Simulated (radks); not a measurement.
Task: Numerical settings for the germanium ion Ge+, [Ar] 3d10 4s2 4p1. All-electron calculation, Dirac Kohn-Sham, PBE, spin-unpolarised, spherical densities, point nucleus; open shells fill j = l - 1/2 first. Program: a radial shooting solver on a logarithmic mesh with Libxc functionals. The defaults (mesh step 0.008 in ln r, mesh end at 40 bohr or more with all orbitals vanishing there, Anderson mixing 0.5 over 9 steps, residual threshold near 1e-9 with the energy settled to 1e-9 hartree or 1e-11 of itself, here a cap of 54 iterations) give E = -2098.6649 hartree and 4p1/2 at -11.366 eV in 14 iterations. Run on one thread of a shared host, so times are rough (Arm Neoverse N1): 0.15 s of CPU time, 0.15 s wall, 14 iterations on 2546 mesh points. One setting is changed at a time: mesh step in ln r 0.02; mesh step in ln r 0.05; mesh step in ln r 0.005; mesh end (bohr) 8; mesh end (bohr) 5; residual threshold 0.1; residual threshold 0.01; mixing 1.5; linear mixing, mixing 0.05; linear mixing, mixing 1; mixing history 20; iteration cap 8. Which runs fail to converge, and which converge to a wrong energy?

Result: Not converged within the cap: linear mixing, mixing 0.05; linear mixing, mixing 1; iteration cap 8. Settings that end as converged yet miss the energy by more than 1 mhartree: mesh end (bohr) 5 (+0.0325 hartree).
